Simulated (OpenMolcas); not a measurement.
## neutral boron: effect of correlating more closed shells

```
Program             : OpenMolcas
Basis               : ANO-RCC-VQZP [5s4p3d2f1g]
Scalar Hamiltonian  : DKH2, point nucleus
Active space        : 3 electrons in 4 orbitals (2s 2p)
State averaging     : 2S+1 = 4 odd, 1 root (0 in the spin-orbit step); 2S+1 = 2 odd, 3 roots; 2S+1 = 4 even, 3 roots; 2S+1 = 2 even, 5 roots
Spin-orbit coupling : RASSI with atomic mean-field integrals over the reference wave functions, term energies averaged over their components
```

Methods on the same reference wave functions:
A. CASSCF
B. SS-CASPT2, IPEA 0.25 Eh, imaginary shift 0.1 Eh (closed shells correlated: none)
C. SS-CASPT2, IPEA 0.25 Eh, imaginary shift 0.1 Eh (closed shells correlated: 1s)

Energies in cm-1 above 2s2 2p 2P* 1/2, the measured ground level; measured values from NIST Handbook of Basic Atomic Spectroscopic Data.

| Level | A | B | C | Measured |
| --- | --- | --- | --- | --- |
| 2s2 2p 2P* 1/2 | 0.0 | 0.0 | 0.0 | 0.0 |
| 2s2 2p 2P* 3/2 | 14.5 | 14.5 | 14.5 | 15.3 |
| 2s 2p2 4P 1/2 | 24113 | 27730 | 27610 | 28870 |
| 2s 2p2 4P 3/2 | 24118 | 27730 | 27610 | 28875 |
| 2s 2p2 4P 5/2 | 24127 | 27740 | 27620 | 28881 |
| 2s 2p2 2D 3/2 | 54636 | 49380 | 49150 | 47857 |
| 2s 2p2 2D 5/2 | 54636 | 49380 | 49150 | 47857 |

Deviations, from unrounded energies. A percentage is the sum of absolute deviations over the sum of measured energies, with the sign that they share, or ± where signs differ.

```csv
Against measurement,Levels,A,B,C
mean absolute deviation (cm-1),6,4600,1100,1100
fine structure of the ground term (%),1,-5.0,-5.0,-5.0
other configurations (%),5,±15.3,±3.6,±3.5
```

B, C lie about equally close to measurement and A furthest from it. The largest miss of C in the table is 2s 2p2 2D 5/2, by +1300 cm-1. The ranking rests on the paired levels alone, and a cruder setting can come out closer through cancelling errors.

Between B and C the level of the table that moves most is 2s 2p2 2D 3/2, by 230 cm-1 (lowest in C, highest in B). Moves below CASPT2's spread within the term are not significant.

The lowest spin-free term lies below A's lowest term by 0.032 hartree in B, 0.070 hartree in C.

What an inner shell adds also hangs on whether the basis holds functions to correlate it.

CASPT2 breaks the degeneracy within a term, and the mean is taken; among the terms shown or strongly mixed into the levels shown the widest spread is 10 cm-1 (2s 2p2 2D, B). Without dynamic correlation excited terms often stand tens of per cent too high (terms of higher spin than the ground term too low), and those without a measured partner can miss by more than the paired ones (holds for A). Computed and measured levels are paired by configuration, term and J; levels that our copy of the source lacks, or whose pairing is in doubt (as where it misses far off the trend of its configuration), stay unpaired and out of the deviations. Levels of configurations outside the active space are missing.

* marks odd parity.
